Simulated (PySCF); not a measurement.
# Running PySCF for SbCl

File input.py (PySCF 2.14):

```python
from pyscf import gto, dft
from pyscf.geomopt.geometric_solver import optimize

mol = gto.M(
    atom='Sb 0 0 0; Cl 0 0 2.498',
    basis='sbkjc',
    ecp={'Sb': 'sbkjc', 'Cl': 'sbkjc'},
    charge=0,
    spin=2,
    symmetry=True,
    verbose=4,
)
mf = dft.ROKS(mol, xc='mn15l')
mf.kernel()
g = mf.nuc_grad_method()
g.grid_response = True
mol_eq = optimize(g.as_scanner(), maxsteps=30)
print('optimised geometry (angstrom)')
print(mol_eq.tostring('raw'))
print('orbital energies (hartree):', mf.mo_energy[..., max(0, mol.nelec[1]-3):mol.nelec[0]+3].round(4))
```

```bash
$ python input.py
```

Output (some set-up lines and the per-cycle HOMO/LUMO lines with their warnings removed):

```
PySCF version 2.14.0

[INPUT] verbose = 4
[INPUT] num. atoms = 2
[INPUT] num. electrons = 12
[INPUT] charge = 0
[INPUT] spin (= nelec alpha-beta = 2S) = 2
[INPUT] symmetry True subgroup None
[INPUT] Mole.unit = angstrom
[INPUT] Symbol           X                Y                Z      unit          X                Y                Z       unit  Magmom
[INPUT]  1 Sb     0.000000000000   0.000000000000   0.000000000000 AA    0.000000000000   0.000000000000   0.000000000000 Bohr   0.0
[INPUT]  2 Cl     0.000000000000   0.000000000000   2.498000000000 AA    0.000000000000   0.000000000000   4.720535859164 Bohr   0.0

nuclear repulsion = 7.41441248286629
point group symmetry = Coov
symmetry origin: [0.         0.         1.18013396]
symmetry axis x: [1. 0. 0.]
symmetry axis y: [0. 1. 0.]
symmetry axis z: [0. 0. 1.]
num. orbitals of irrep A1 = 8
num. orbitals of irrep E1x = 4
num. orbitals of irrep E1y = 4
number of shells = 8
number of NR pGTOs = 36
number of NR cGTOs = 16
basis = sbkjc
ecp = {'Sb': 'sbkjc', 'Cl': 'sbkjc'}

******** <class 'pyscf.dft.rks_symm.SymAdaptedROKS'> ********
method = SymAdaptedROKS
initial guess = minao
damping factor = 0
level_shift factor = 0
DIIS = <class 'pyscf.scf.diis.CDIIS'>
diis_start_cycle = 1
diis_space = 8
diis_damp = 0
SCF conv_tol = 1e-09
SCF conv_tol_grad = None
SCF max_cycles = 50
direct_scf = True
direct_scf_tol = 1e-13
num. doubly occ = 5  num. singly occ = 2
XC library pyscf.dft.libxc version 7.0.0
    S. Lehtola, C. Steigemann, M. J.T. Oliveira, and M. A.L. Marques.,  SoftwareX 7, 1–5 (2018)
XC functionals = mn15l
    H. S. Yu, X. He, and D. G. Truhlar.,  J. Chem. Theory Comput. 12, 1280-1293 (2016)
    H. S. Yu, X. He, and D. G. Truhlar.,  J. Chem. Theory Comput. 12, 1280-1293 (2016)
radial grids:
    Treutler-Ahlrichs [JCP 102, 346 (1995); DOI:10.1063/1.469408] (M4) radial grids

becke partition: Becke, JCP 88, 2547 (1988); DOI:10.1063/1.454033
pruning grids: <function nwchem_prune>
grids dens level: 3
symmetrized grids: True
atomic radii adjust function: <function treutler_atomic_radii_adjust>
small_rho_cutoff = 0
Freeze 0 electrons in irreps []
    12 free electrons in irreps A1 E1x E1y
Set gradient conv threshold to 3.16228e-05
tot grids = 40840
init E= -19.5379428561529
cycle= 1 E= -19.7296942548236  delta_E= -0.192  |g|= 0.951  |ddm|= 2.27
cycle= 2 E= -19.7022448678455  delta_E= 0.0274  |g|= 0.951  |ddm|= 1.91
cycle= 3 E= -20.251298112864  delta_E= -0.549  |g|= 0.137  |ddm|= 1.24
cycle= 4 E= -20.2600931243171  delta_E= -0.0088  |g|= 0.0366  |ddm|= 0.134
cycle= 5 E= -20.2607757786874  delta_E= -0.000683  |g|= 0.0104  |ddm|= 0.0384
cycle= 6 E= -20.2608332507394  delta_E= -5.75e-05  |g|= 0.000612  |ddm|= 0.0125
cycle= 7 E= -20.2608336312565  delta_E= -3.81e-07  |g|= 0.000259  |ddm|= 0.00178
cycle= 8 E= -20.2608336874224  delta_E= -5.62e-08  |g|= 1.02e-05  |ddm|= 0.000421
cycle= 9 E= -20.2608336875958  delta_E= -1.73e-10  |g|= 2.71e-06  |ddm|= 3.34e-05
Extra cycle  E= -20.2608336875754  delta_E= 2.03e-11  |g|= 6.53e-06  |ddm|= 1.3e-05
converged SCF energy = -20.2608336875754
Create scanner for <class 'pyscf.grad.roks.Gradients'>
Create scanner for <class 'pyscf.dft.rks_symm.SymAdaptedROKS'>
input.py

Current date and time:

#|     Arguments passed to driver run_optimizer():      |#
customengine              <pyscf.geomopt.geometric_solver.PySCFEngine object>
logIni                    <dir>
maxiter                   30
----------------------------------------------------------
Custom engine selected.
Bonds will be generated from interatomic distances less than 1.20 times sum of covalent radii
6 internal coordinates being used (instead of 6 Cartesians)
Internal coordinate system (atoms numbered from 1):
Distance 1-2
Translation-X 1-2
Translation-Y 1-2
Translation-Z 1-2
Rotation-A 1-2
Rotation-B 1-2
Rotation-C 1-2
<class 'geometric.internal.Distance'> : 1
<class 'geometric.internal.TranslationX'> : 1
<class 'geometric.internal.TranslationY'> : 1
<class 'geometric.internal.TranslationZ'> : 1
<class 'geometric.internal.RotationA'> : 1
<class 'geometric.internal.RotationB'> : 1
<class 'geometric.internal.RotationC'> : 1
> ===== Optimization Info: ====
> Job type: Energy minimization
> Maximum number of optimization cycles: 30
> Initial / maximum trust radius (Angstrom): 0.100 / 0.300
> Convergence Criteria:
> Will converge when all 5 criteria are reached:
>  |Delta-E| < 1.00e-06
>  RMS-Grad  < 3.00e-04
>  Max-Grad  < 4.50e-04
>  RMS-Disp  < 1.20e-03
>  Max-Disp  < 1.80e-03
> === End Optimization Info ===

Geometry optimization cycle 1
Cartesian coordinates (Angstrom)
 Atom        New coordinates             dX        dY        dZ
  Sb   0.000000   0.000000   0.000000    0.000000  0.000000  0.000000
  Cl   0.000000   0.000000   2.498000    0.000000  0.000000  0.000000

WARN: Mole.unit (angstrom) is changed to Bohr

New geometry
   1 Sb     0.000000000000   0.000000000000   0.000000000000 AA    0.000000000000   0.000000000000   0.000000000000 Bohr
   2 Cl     0.000000000000   0.000000000000   2.498000000000 AA    0.000000000000   0.000000000000   4.720535859164 Bohr

******** <class 'pyscf.scf.hf.SymAdaptedROKS_Scanner'> ********
method = SymAdaptedROKS_Scanner
initial guess = minao
damping factor = 0
level_shift factor = 0
DIIS = <class 'pyscf.scf.diis.CDIIS'>
diis_start_cycle = 1
diis_space = 8
diis_damp = 0
SCF conv_tol = 1e-09
SCF conv_tol_grad = None
SCF max_cycles = 50
direct_scf = True
direct_scf_tol = 1e-13
num. doubly occ = 5  num. singly occ = 2
XC library pyscf.dft.libxc version 7.0.0
    S. Lehtola, C. Steigemann, M. J.T. Oliveira, and M. A.L. Marques.,  SoftwareX 7, 1–5 (2018)
XC functionals = mn15l
    H. S. Yu, X. He, and D. G. Truhlar.,  J. Chem. Theory Comput. 12, 1280-1293 (2016)
    H. S. Yu, X. He, and D. G. Truhlar.,  J. Chem. Theory Comput. 12, 1280-1293 (2016)
radial grids:
    Treutler-Ahlrichs [JCP 102, 346 (1995); DOI:10.1063/1.469408] (M4) radial grids

becke partition: Becke, JCP 88, 2547 (1988); DOI:10.1063/1.454033
pruning grids: <function nwchem_prune>
grids dens level: 3
symmetrized grids: True
atomic radii adjust function: <function treutler_atomic_radii_adjust>
small_rho_cutoff = 0
Freeze 0 electrons in irreps []
    12 free electrons in irreps A1 E1x E1y
Set gradient conv threshold to 3.16228e-05
tot grids = 40840
init E= -20.2608336875754
cycle= 1 E= -20.2608336874763  delta_E= 9.92e-11  |g|= 1.44e-05  |ddm|= 2.57e-05
Extra cycle  E= -20.2608336870127  delta_E= 4.64e-10  |g|= 3.12e-05  |ddm|= 5.51e-05
converged SCF energy = -20.2608336870127

******** <class 'pyscf.grad.rhf.Gradients_Scanner'> for <class 'pyscf.scf.hf.SymAdaptedROKS_Scanner'> ********
unit = Eh/Bohr
grid_response = True
--------------- SymAdaptedROKS_Scanner gradients ---------------
         x                y                z
0 Sb     0.0000000000     0.0000000000    -0.0052676148
1 Cl     0.0000000000     0.0000000000     0.0052676148
----------------------------------------------
cycle 1: E = -20.260833687  dE = -20.2608  norm(grad) = 0.00744953
Step    0 : Gradient = 5.268e-03/5.268e-03 (rms/max) Energy = -20.2608336870
Hessian Eigenvalues: 5.00000e-02 5.00000e-02 5.00000e-02 ... 5.00000e-02 5.00000e-02 9.29106e-02

Geometry optimization cycle 2
Cartesian coordinates (Angstrom)
 Atom        New coordinates             dX        dY        dZ
  Sb   0.000000   0.000000   0.015001    0.000000  0.000000  0.015001
  Cl   0.000000   0.000000   2.482999    0.000000  0.000000 -0.015001
New geometry
   1 Sb     0.000000000000   0.000000000000   0.015000987236 AA    0.000000000000   0.000000000000   0.028347757475 Bohr
   2 Cl     0.000000000000   0.000000000000   2.482999012764 AA    0.000000000000   0.000000000000   4.692188101689 Bohr

******** <class 'pyscf.scf.hf.SymAdaptedROKS_Scanner'> ********
method = SymAdaptedROKS_Scanner
initial guess = minao
damping factor = 0
level_shift factor = 0
DIIS = <class 'pyscf.scf.diis.CDIIS'>
diis_start_cycle = 1
diis_space = 8
diis_damp = 0
SCF conv_tol = 1e-09
SCF conv_tol_grad = None
SCF max_cycles = 50
direct_scf = True
direct_scf_tol = 1e-13
num. doubly occ = 5  num. singly occ = 2
XC library pyscf.dft.libxc version 7.0.0
    S. Lehtola, C. Steigemann, M. J.T. Oliveira, and M. A.L. Marques.,  SoftwareX 7, 1–5 (2018)
XC functionals = mn15l
    H. S. Yu, X. He, and D. G. Truhlar.,  J. Chem. Theory Comput. 12, 1280-1293 (2016)
    H. S. Yu, X. He, and D. G. Truhlar.,  J. Chem. Theory Comput. 12, 1280-1293 (2016)
radial grids:
    Treutler-Ahlrichs [JCP 102, 346 (1995); DOI:10.1063/1.469408] (M4) radial grids

becke partition: Becke, JCP 88, 2547 (1988); DOI:10.1063/1.454033
pruning grids: <function nwchem_prune>
grids dens level: 3
symmetrized grids: True
atomic radii adjust function: <function treutler_atomic_radii_adjust>
small_rho_cutoff = 0
Freeze 0 electrons in irreps []
    12 free electrons in irreps A1 E1x E1y
Set gradient conv threshold to 3.16228e-05
tot grids = 40840
init E= -20.264564928381
cycle= 1 E= -20.260949336311  delta_E= 0.00362  |g|= 0.00617  |ddm|= 0.0213
cycle= 2 E= -20.2609091545493  delta_E= 4.02e-05  |g|= 0.0105  |ddm|= 0.0214
cycle= 3 E= -20.2609737527811  delta_E= -6.46e-05  |g|= 0.00139  |ddm|= 0.014
cycle= 4 E= -20.2609749928959  delta_E= -1.24e-06  |g|= 2.87e-05  |ddm|= 0.00205
cycle= 5 E= -20.2609749934119  delta_E= -5.16e-10  |g|= 1.58e-05  |ddm|= 9.41e-05
Extra cycle  E= -20.2609749928329  delta_E= 5.79e-10  |g|= 3.51e-05  |ddm|= 6.88e-05
converged SCF energy = -20.2609749928329

******** <class 'pyscf.grad.rhf.Gradients_Scanner'> for <class 'pyscf.scf.hf.SymAdaptedROKS_Scanner'> ********
unit = Eh/Bohr
grid_response = True
--------------- SymAdaptedROKS_Scanner gradients ---------------
         x                y                z
0 Sb     0.0000000000     0.0000000000     0.0003904772
1 Cl     0.0000000000     0.0000000000    -0.0003904772
----------------------------------------------
cycle 2: E = -20.2609749928  dE = -0.000141306  norm(grad) = 0.000552218
Step    1 : Displace = 1.500e-02/1.500e-02 (rms/max) Trust = 1.000e-01 (=) Grad = 3.905e-04/3.905e-04 (rms/max) E (change) = -20.2609749928 (-1.413e-04) Quality = 0.946
Hessian Eigenvalues: 5.00000e-02 5.00000e-02 5.00000e-02 ... 5.00000e-02 5.00000e-02 9.97979e-02

Geometry optimization cycle 3
Cartesian coordinates (Angstrom)
 Atom        New coordinates             dX        dY        dZ
  Sb   0.000000   0.000000   0.013966    0.000000  0.000000 -0.001035
  Cl   0.000000   0.000000   2.484034    0.000000  0.000000  0.001035
New geometry
   1 Sb     0.000000000000   0.000000000000   0.013965736554 AA    0.000000000000   0.000000000000   0.026391417215 Bohr
   2 Cl     0.000000000000   0.000000000000   2.484034263446 AA    0.000000000000   0.000000000000   4.694144441948 Bohr

******** <class 'pyscf.scf.hf.SymAdaptedROKS_Scanner'> ********
method = SymAdaptedROKS_Scanner
initial guess = minao
damping factor = 0
level_shift factor = 0
DIIS = <class 'pyscf.scf.diis.CDIIS'>
diis_start_cycle = 1
diis_space = 8
diis_damp = 0
SCF conv_tol = 1e-09
SCF conv_tol_grad = None
SCF max_cycles = 50
direct_scf = True
direct_scf_tol = 1e-13
num. doubly occ = 5  num. singly occ = 2
XC library pyscf.dft.libxc version 7.0.0
    S. Lehtola, C. Steigemann, M. J.T. Oliveira, and M. A.L. Marques.,  SoftwareX 7, 1–5 (2018)
XC functionals = mn15l
    H. S. Yu, X. He, and D. G. Truhlar.,  J. Chem. Theory Comput. 12, 1280-1293 (2016)
    H. S. Yu, X. He, and D. G. Truhlar.,  J. Chem. Theory Comput. 12, 1280-1293 (2016)
radial grids:
    Treutler-Ahlrichs [JCP 102, 346 (1995); DOI:10.1063/1.469408] (M4) radial grids

becke partition: Becke, JCP 88, 2547 (1988); DOI:10.1063/1.454033
pruning grids: <function nwchem_prune>
grids dens level: 3
symmetrized grids: True
atomic radii adjust function: <function treutler_atomic_radii_adjust>
small_rho_cutoff = 0
Freeze 0 electrons in irreps []
    12 free electrons in irreps A1 E1x E1y
Set gradient conv threshold to 3.16228e-05
tot grids = 40840
init E= -20.2607286181929
cycle= 1 E= -20.2609756299721  delta_E= -0.000247  |g|= 0.000373  |ddm|= 0.00145
cycle= 2 E= -20.2609755199928  delta_E= 1.1e-07  |g|= 0.000586  |ddm|= 0.00127
cycle= 3 E= -20.2609757202219  delta_E= -2e-07  |g|= 0.000112  |ddm|= 0.000827
cycle= 4 E= -20.2609757280888  delta_E= -7.87e-09  |g|= 2.29e-06  |ddm|= 0.000155
cycle= 5 E= -20.2609757280918  delta_E= -2.93e-12  |g|= 1.16e-06  |ddm|= 6.49e-06
Extra cycle  E= -20.2609757280886  delta_E= 3.13e-12  |g|= 2.58e-06  |ddm|= 5.02e-06
converged SCF energy = -20.2609757280886

******** <class 'pyscf.grad.rhf.Gradients_Scanner'> for <class 'pyscf.scf.hf.SymAdaptedROKS_Scanner'> ********
unit = Eh/Bohr
grid_response = True
--------------- SymAdaptedROKS_Scanner gradients ---------------
         x                y                z
0 Sb     0.0000000000     0.0000000000    -0.0000214994
1 Cl     0.0000000000     0.0000000000     0.0000214994
----------------------------------------------
cycle 3: E = -20.2609757281  dE = -7.35256e-07  norm(grad) = 3.04047e-05
Step    2 : Displace = 1.035e-03/1.035e-03 (rms/max) Trust = 1.414e-01 (+) Grad = 2.150e-05/2.150e-05 (rms/max) E (change) = -20.2609757281 (-7.353e-07) Quality = 0.962
Hessian Eigenvalues: 5.00000e-02 5.00000e-02 5.00000e-02 ... 5.00000e-02 5.00000e-02 9.97979e-02
Converged! =D

    #| If this code has benefited your research, please support us by citing: |#
    #| Wang, L.-P.; Song, C.C. (2016) "Geometry optimization made simple with |#
    #| translation and rotation coordinates", J. Chem, Phys. 144, 214108.     |#
    #|                                     |#
optimised geometry (angstrom)
Sb          0.00000000        0.00000000        0.01396574
Cl          0.00000000        0.00000000        2.48403426
orbital energies (hartree): [-0.3317 -0.2984 -0.2984 -0.1833 -0.1833 -0.1029  0.1376  0.148 ]
```

In short: E(SCF) = -20.260834 Eh, 9 cycles, all at the start geometry; optimised bond 2.470 Å with E = -20.260976 Eh after 3 steps.

Wall time 6.3 s on one thread of a shared host.

The last line lists the levels of the start geometry. No search for the lowest solution was made.
